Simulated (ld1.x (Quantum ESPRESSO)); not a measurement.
## Reading a pseudo-wave (chromium)

Columns: radius, all-electron u(r) and pseudo u(r) of the 3d shell (level -3.13 eV) of chromium in the configuration [Ne] 3s2 3p6 3d5 4s1 4p0; LDA (PZ), scalar-relativistic, TM scheme, ld1.x (Quantum ESPRESSO) 7.5.

```tsv
r (bohr)	all-electron	pseudo
0.065	0.0159	0.0039
0.130	0.0817	0.0295
0.195	0.1845	0.0916
0.260	0.3018	0.1928
0.325	0.4171	0.3230
0.390	0.5203	0.4630
0.455	0.6069	0.5917
0.520	0.6755	0.6935
0.585	0.7268	0.7620
0.650	0.7626	0.7997
0.715	0.7850	0.8142
0.780	0.7965	0.8145
0.845	0.7992	0.8077
0.910	0.7949	0.7977
0.975	0.7855	0.7860
1.040	0.7721	0.7721
1.105	0.7559	0.7559
1.170	0.7377	0.7377
1.235	0.7181	0.7181
1.300	0.6977	0.6977
1.365	0.6769	0.6769
1.430	0.6558	0.6558
1.495	0.6348	0.6348
1.560	0.6141	0.6141
1.625	0.5937	0.5937
1.690	0.5738	0.5738
```

(1) How many radial nodes do the two functions have?

(2) At about which radius was the pseudo-wave matched?

(3) Is the pseudo-wave norm-conserving?

## Answers

(1) The all-electron 3d function has n − l − 1 = 0; the pseudo-wave has 0.

(2) 1.10 bohr, where the columns begin to agree (steps of 0.07 bohr).

(3) Yes: the TM scheme keeps the norm inside the radius equal to the all-electron one, which fixes the energy derivative of the logarithmic derivative at the level.
